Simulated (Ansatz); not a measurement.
Basis-set extrapolation for C3H8BCl, SMILES `CBC(C)Cl` (PBE0-D4/def2-TZVP geometry, frozen core, Ansatz). Multiplicity 1, RHF reference.

```tsv
	def2-TZVPP	def2-QZVPP
HF	-602.508265	-602.527671
MP2 correlation	-0.822719	-0.881538
CCSD(T) correlation	-0.918489	not run
```

Energies in hartree. Use E(X) = E(∞) + A·exp(−7.88·√X) for Hartree–Fock and E(X) = E(∞) + B·X^(−2.97) for correlation, with X = 3 and 4, and add CCSD(T) minus MP2 of the smaller set to the MP2 limit.

Problem. What is the CCSD(T) energy at the basis-set limit?

Solution. HF limit: -602.527671 + (-0.019406) × 0.13774 = -602.53034. MP2 limit: -0.881538 + (-0.058819) × 0.74074 = -0.92511. Higher-order term: -0.918489 − (-0.822719) = -0.09577. Total: -603.55122 hartree, 78.1 kcal/mol below CCSD(T)/def2-TZVPP.
